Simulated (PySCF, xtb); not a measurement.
OsO4, SMILES [Os](=[O])(=[O])(=[O])=[O], multiplicity 1.

Harmonic wavenumbers (cm⁻¹) from GFN2-xTB run with xtb at its own minimum, in rising order: 275, 275, 275, 300, 301, 832, 915, 915, 915.

**Question.** What does PBE-D3(BJ)/def2-SVP (PySCF) give at its own minimum? (The exact figures need the calculation; the answer reports its results.)

**Answer.** 322, 322, 322, 327, 327, 957, 957, 957, 967. Paired by order, the mean absolute difference is 51 cm⁻¹ and the zero-point energies are 7.2 and 7.8 kcal/mol.
